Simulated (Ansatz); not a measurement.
The first iterations of a band of CH5Ga + H2 (9 atoms, charge 0, multiplicity 1).

These are results of RKS PBE0/def2-TZVP (Ansatz 0.2.0), not measurements.

```json
{"movable images": "7", "climbing image": "yes", "spring": "5.0 eV/Å²", "optimiser": "quadratic models (default)", "start path": "through a guess of the saddle point", "force threshold": "0.05 eV/Å", "iteration limit": "60", "end points": "relaxed"}
```

First end point:

```xyz
9
Properties=species:S:1:pos:R:3
Ga -0.007 0.010 0.360
C 0.036 0.332 2.305
H -0.901 0.055 2.791
H 0.862 -0.190 2.791
H 0.186 1.403 2.471
H 1.332 -0.203 -0.441
H -1.359 0.111 -0.439
H -0.314 -2.375 0.219
H -0.264 -2.303 0.967
```

Last end point:

```xyz
9
Properties=species:S:1:pos:R:3
Ga -0.086 -0.600 -0.431
C -0.018 -0.146 2.568
H -0.941 0.096 3.091
H 0.806 -0.238 3.274
H 0.215 0.659 1.868
H 1.327 0.057 -0.610
H -1.380 0.281 -0.524
H -0.210 -2.157 -0.278
H -0.143 -1.110 2.065
```

| iteration | highest image above the first end (eV) | largest band force component (eV/Å) |
| --- | --- | --- |
| 1 | 2.603 | 7.929 |
| 2 | 1.589 | 2.914 |

Q: Does the band converge within its limit, and where does its top end?

A: The forces met the threshold. It ended after 8 iterations with the highest image 1.242 eV above the first end. A vibrational analysis at the climbing image gives one clearly imaginary mode, 1421i cm⁻¹: a first-order saddle point. The orbitals stay closed-shell, which can raise the energy where a bond breaks towards radicals; this wasn't checked here.

The run took 72 s on 4 threads of Arm Neoverse V2, on a shared host, peak memory 0.23 GiB.
